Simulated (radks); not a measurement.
Q: Excited configurations of He+: one electron is placed in a higher orbital outside the bare nucleus. The ground configuration is 1s1. Calculated with a radial shooting solver on a logarithmic mesh with Libxc functionals: non-relativistic Kohn-Sham, r2SCAN, spin-polarised, spherical densities, point nucleus; open shells are filled with parallel spins first; meta-GGA in the generalised Kohn-Sham scheme. Excitation = E - E(ground); binding = E(ion) - E, where the ion is the core of charge +2; n* = 2/sqrt(2 binding) in atomic units, and the quantum defect is n - n*.

| outer orbital | excitation (eV) | binding (eV) | n* | quantum defect | eigenvalue (eV) | <r> (bohr) |
|---|---|---|---|---|---|---|
| 2s | 40.588 | 13.839 | 1.983 | 0.017 | -11.164 | 2.936 |
| 2p | 41.348 | 13.079 | 2.040 | -0.040 | -9.879 | 2.565 |
| 3s | 48.229 | 6.198 | 2.963 | 0.037 | -5.036 | 6.591 |
| 3p | 48.346 | 6.081 | 2.992 | 0.008 | -4.832 | 6.236 |
| 7f | 53.261 | 1.166 | 6.833 | 0.167 | -0.939 | 33.42 |

Estimate the row for 3d.

A: excitation (eV) 48.586; binding (eV) 5.841; n* 3.052; quantum defect -0.052; eigenvalue (eV) -4.232; <r> (bohr) 5.404. The Delta-SCF ionisation energy is 54.427 eV (NIST Atomic Spectra Database: 54.418 eV, theoretical). Self-interaction in the functional shifts the binding energies and quantum defects, so they are the method's values and not measured ones.
